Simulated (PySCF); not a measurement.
PySCF input:

```python
from pyscf import gto, scf, dft

mol = gto.M(
    atom='''
    K    -0.00000000   -0.00000000   -1.34814124
    Cl    0.00000000    0.00000000    1.50674609
    ''',
    basis='def2-tzvpd',
    charge=-1,
    spin=1,
    symmetry='C2v',
    verbose=4,
)

mf = dft.UKS(mol, xc='m062x').density_fit(auxbasis='def2-universal-jkfit')
mf.grids.level = 4
mf.conv_tol = 1e-9
mf.max_cycle = 100
mf.max_memory = 1500
mf.kernel()
if not mf.converged:
    mf = mf.newton()
    mf.kernel(mf.make_rdm1())
mf.analyze()
```

Q: Predict the final energy.

A: -1060.21096 Eh (M06-2X/def2-TZVPD).
